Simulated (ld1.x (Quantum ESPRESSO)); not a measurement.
## Varying the TM potential for rhodium

Base potential:

ld1.x (Quantum ESPRESSO) 7.5 input, shortened:

```
&input
   title='Rh', zed=45., rel=2, dft='PZ', iswitch=3,
   config='[Kr] 4d8 5s0.5 5p0', rel_dist='average'
 /
 &inputp
   pseudotype=2, tm=.true., lloc=2,
   nlcc=.true., new_core_ps=.true., rcore=1.40
 /
3
5S  1  0   0.50   0.00  2.75  2.75  0.0
5P  2  1   0.00   0.00  3.65  3.65  0.0
4D  3  2   8.00   0.00  1.35  1.35  0.0
 &test
   configts(1)='4d8 5s0.5 5p0'
 /
```

Open shells are filled in proportion to 2j + 1 (rel_dist='average').

Cutoffs, loose and tight: the cutoffs (Ry, on a coarse ladder) from which the occupation-weighted sum of valence levels, in a spherical-Bessel basis at the reference potential, stays within 10 and 1 mRy of its value at 400 Ry. They do not see the model core or the augmentation charge, which bear on the density cutoff. Test errors are all-electron minus pseudo excitation energies from the reference, over the configurations 4d8 5s1 5p0; 4d8 5s0 5p0; 4d7 5s0 5p0; 4d8.5 5s0.5 5p0; 4d7 5s1 5p1; 4d7 5s1 5p0; 4d8 5s0 5p1. A dash means not determined; rows that change the core or the reference have their own tests.

A true bound ghost makes a file unfit for plane-wave use even where its test errors are small: the radial tests pick states by their node count and pass the ghost by. Where a test does run into it, the solver fails or the error is huge.

| change | outcome | cutoff, loose | cutoff, tight | bound ghosts | largest test error (meV) |
| --- | --- | --- | --- | --- | --- |
| base | generated, misses its reference levels by 0.24 eV | 70 Ry | 80 Ry | s, p3/2, p1/2 | -85 |
| wave 5s (bound): rc 2.75 bohr becomes 5s (bound): rc 1.94 bohr | generated, misses its reference levels by 0.24 eV | 70 Ry | 80 Ry | s, p3/2, p1/2 | -79 |
| all radii but the core radius scaled by about 0.91 (s 2.50, p 3.32, d 1.22 bohr) | generated, misses its reference levels by 0.24 eV | 70 Ry | 90 Ry | s, p3/2, p1/2 | -94 |
| wave 4d (bound): rc 1.35 bohr becomes 4d (bound): rc 1.56 bohr | generated, misses its reference levels by 0.24 eV | 60 Ry | 70 Ry | s, p3/2, p1/2 | -86 |
| wave 5p (bound): rc 3.65 bohr becomes 5p (bound): rc 4.82 bohr | generated, misses its reference levels by 0.24 eV | 70 Ry | 80 Ry | s, p3/2, p1/2 | -65 |
| core correction none | generated, misses its reference levels by 0.24 eV | 70 Ry | 80 Ry | s, p3/2, p1/2 | -61 |
| core [Ar] 3d10, valence charge 17; reference 4s2 4p6 4d8.5 5s0.5 5p0; waves now 4s (bound): rc 1.05 bohr; 4p (bound): rc 1.85 bohr; 4d (bound): rc 1.70 bohr; core correction none | generated, misses its reference levels by 0.23 eV | 120 Ry | 230 Ry | none | +43 |
| type PAW; waves now 5s (bound): rcut 2.40, rcutus 2.75 bohr; 5s channel at 1.45 Ry: rcut 2.40, rcutus 2.75 bohr; 5p (bound): rcut 3.15, rcutus 3.65 bohr; 5p channel at 2.85 Ry: rcut 3.15, rcutus 3.65 bohr; 4d (bound): rcut 1.15, rcutus 1.35 bohr; 4d channel at 0.45 Ry: rcut 1.15, rcutus 1.35 bohr; local potential all-electron potential smoothed inside 2.05 bohr (lloc = -1); augmentation PSQ, radius 1.30 bohr | failed: new_paw_hamiltonian: negative rho | – | – | – | – |
| scalar-relativistic | generated | 70 Ry | 80 Ry | s, p | -86 |

What comes out with this change to the base: reference 4d8.5 5s0.5 5p0?

outcome: generated, misses its reference levels by 0.23 eV; cutoff, loose: 70 Ry; cutoff, tight: 80 Ry; bound ghosts: s, p3/2, p1/2; largest test error (meV): -1171 over the solved tests; 1 of 7 tests not solved or not reliable.
